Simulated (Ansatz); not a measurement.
Two structures of AlN2H5O, singlet, reached by relaxing down either side of one saddle point (PBE0-D4/def2-TZVP). Energies are electronic, without zero-point energy. Computed with Ansatz 0.2.0 (basis: def2-TZVPP and def2-QZVPP); correlated methods freeze the cores. Extrapolation: Hartree–Fock as exp(−7.88 √X), correlation as X^−2.97. First:

```xyz
9
angstrom
Al -0.0557 0.1647 -0.2031
N 1.4296 0.8002 0.5022
N -0.8424 -1.2757 0.4552
H -0.5079 -1.8039 1.2436
O -0.6825 1.0061 -1.5378
H 1.9212 0.4147 1.2897
H 1.9040 1.6171 0.1560
H -1.6877 -1.6884 0.0990
H -1.4784 0.7652 -2.0048
```

Second:

| atom | x (Å) | y (Å) | z (Å) |
| --- | --- | --- | --- |
| Al1 | -0.5364 | -0.1265 | -0.4066 |
| N2 | 1.0629 | 0.3500 | 0.6765 |
| N3 | -1.0937 | -1.3577 | 0.5979 |
| H4 | 0.8845 | -0.3529 | 1.3988 |
| O5 | -0.4112 | 0.9765 | -1.7041 |
| H6 | 1.9688 | 0.1854 | 0.2526 |
| H7 | 1.0758 | 1.2745 | 1.0920 |
| H8 | -1.9031 | -1.9531 | 0.5094 |
| H9 | -1.0476 | 1.0038 | -2.4165 |

Task: Which bonds change from the first to the second?

Result: AlN₂H₅O ([NH2][Al]([NH2])[OH]) → AlNH₂O ([NH][Al][OH]) + NH₃ (still joined by a long Al–N bond); bonds formed: N2–H4; bonds broken: N3–H4; bonds weakened to dative contacts: Al1–N2.

Task: Give the saddle point's structure and its height above each. (Judge from chemistry; the value comes from the calculation.)

Result: By the calculation: 2.562 eV above the first and 0.307 eV above the second (CCSD(T) at an estimated basis limit (MP2 extrapolated from triple and quadruple zeta, plus CCSD(T) − MP2 in triple zeta)).
```csv
atom,x (Å),y (Å),z (Å)
Al1,-0.4068,0.0523,-0.5043
N2,1.0705,0.3355,0.7029
N3,-0.8676,-1.1643,0.5885
H4,0.3832,-0.5487,1.1222
O5,-0.5171,1.0258,-1.8851
H6,2.0116,0.0568,0.4603
H7,1.1159,1.1509,1.2989
H8,-1.5715,-1.8628,0.7458
H9,-1.2185,0.9545,-2.5293
```

T1 diagnostic: at most 0.018.

Labels in which every atom is bracketed show which atoms are joined, not bond orders.

For scale, one of the runs: CCSD(T)/def2-TZVPP, 205 basis functions, launched by `ansatz run in.yaml --threads 4 --pin off --events-out ev --progress --plain --max-ram 9574MiB`. Hardware: 4 CPU threads of an AMD EPYC 9R45, shared host. Wall time 17 s; peak host memory 2.7 GiB.
